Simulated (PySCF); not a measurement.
**Spinor energies of Zn (zinc, neutral)**

Start: [Ar] 3d10 4s2. Calculated with PySCF 2.14 in x2c-SVPall-2c with one added diffuse shell each of s, d type (6s5p4d1f, 48 functions): generalised Hartree-Fock with the X2C-1e Hamiltonian and a Gaussian nucleus; one run each with spin-orbit coupling (SO) switched off, then screened by Boettger's factors. This is a chosen level, not necessarily the ground level.

```tsv
spinor shell	electrons	ε, spin-free (eV)	ε, screened SO (eV)	weight of nominal j (screened SO)	rms radius, screened SO (bohr)
1s1/2	2	-9727.0	-9726.9	1.000	0.0581
2s1/2	2	-1233.1	-1233.1	1.000	0.245
2p1/2	2	-1065.0	-1081.4	1.000	0.217
2p3/2	4	-1065.0	-1057.0	1.000	0.220
3s1/2	2	-157.87	-157.87	1.000	0.732
3p1/2	2	-105.62	-107.85	1.000	0.773
3d3/2	4	-20.828	-21.077	1.000	1.01
3d5/2	6	-20.828	-20.663	1.000	1.02
4s1/2	2	-8.122	-8.122	1.000	3.09
```

Problem. Where does 3p3/2 lie, and what is the 3p spin-orbit splitting (screened SO)?

Solution. At -104.53 eV, 3.329 eV above 3p1/2.

| quantity | spin-free | screened SO |
| --- | --- | --- |
| E (hartree) | -1793.94961 | -1793.98931 |
| M_J | 0 | 0 |
| ⟨J²⟩ | 0.000 | 0.000 |
| ⟨L²⟩ | 0.000 | 0.001 |
| ⟨S²⟩ | 0.000 | 0.001 |

Without spin-orbit coupling the j labels of p, d and f shells carry no meaning; the spin-free column gives the mean over the occupied spinors of each nl shell.
